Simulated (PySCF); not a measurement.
1-bromo-1,1-dichloroethane (C2H3BrCl2), SMILES CC(Cl)(Cl)Br.

Geometry: B3LYP-D3(BJ)/def2-SVP.

All values below come from PBE/def2-TZVP run with PySCF.

Symmetry labels are those of the subgroup Cs that the program uses (full group Cs).

Q: List the valence orbital energies around the gap with their symmetry. (An estimate is asked for; the answer gives what the named calculation found.)

A: 
```tsv
orbital	symmetry	energy (eV)
HOMO−7	A"	-10.06
HOMO−6	A'	-9.88
HOMO−5	A'	-8.35
HOMO−4	A"	-8.29
HOMO−3	A'	-7.76
HOMO−2	A"	-7.59
HOMO−1	A'	-7.14
HOMO	A"	-6.96
LUMO	A'	-2.43
LUMO+1	A'	-1.24
LUMO+2	A"	-0.87
LUMO+3	A'	0.72
```
